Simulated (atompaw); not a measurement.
platinum (Pt): one change to a PAW (atompaw) potential, before and after

```json
{
  "Element": "Pt",
  "Generator": "atompaw 4.2.0.5",
  "Type": "PAW",
  "Functional": "PBE",
  "Relativity": "scalar-relativistic",
  "Frozen core": "[Xe] 4f14",
  "Valence charge": "10",
  "Reference configuration": "5d9 6s0 6p0 (charge +1)",
  "Partial waves": "6s (bound, empty): rc 2.00 bohr; 6s channel at 0.5 Ry: rc 2.00 bohr; 6p (bound, empty): rc 2.50 bohr; 6p channel at 0.55 Ry: rc 2.50 bohr; 5d (bound): rc 2.50 bohr; 5d channel at 1.55 Ry: rc 2.50 bohr",
  "Local potential": "troulliermartins scheme with l = 3 at -0.5 Ry, radius 2.20 bohr",
  "Core correction": "smooth core density matched at 1.60 bohr",
  "Augmentation charge": "sinc compensation charge, radius 2.25 bohr; PAW radius 2.50 bohr; waves and projectors: custom polynom gramschmidtortho"
}
```

Change: all radii scaled by about 1.20 (s 2.40, p 3.00, d 3.00 bohr); local potential troulliermartins scheme with l = 3 at -0.5 Ry, radius 2.64 bohr; augmentation sinc compensation charge, radius 2.70 bohr; PAW radius 3.00 bohr; waves and projectors: custom polynom gramschmidtortho; core correction smooth core density matched at 1.92 bohr.

Cutoffs: the cutoffs (Ry, on a coarse ladder) from which the occupation-weighted sum of valence levels, in a spherical-Bessel basis at the reference potential, stays within 10 and 1 mRy of its value at 400 Ry; they do not see the model core or the augmentation charge, which bear on the density cutoff.

**Question.** What does the change do?

**Answer.** The potential gets softer (21 Ry and 30 Ry → 12 Ry and 21 Ry); both files keep a bound ghost (p, s). A larger radius leaves more room for a smooth pseudo-wave, so fewer plane waves are needed.

```csv
quantity,base,changed
"cutoff, loose",21 Ry,12 Ry
"cutoff, tight",30 Ry,21 Ry
bound ghosts,"s, p","s, p"
lowest overlap eigenvalue by channel,"s 0.37, p 0.47, d 0.88","s 0.01, p 0.22, d 0.85"
```

 A true bound ghost makes a file unfit for plane-wave use even where its test errors are small: the radial tests pick states by their node count and pass the ghost by. The cutoffs see the waves, projectors and local potential, not the compensation charge or the core.
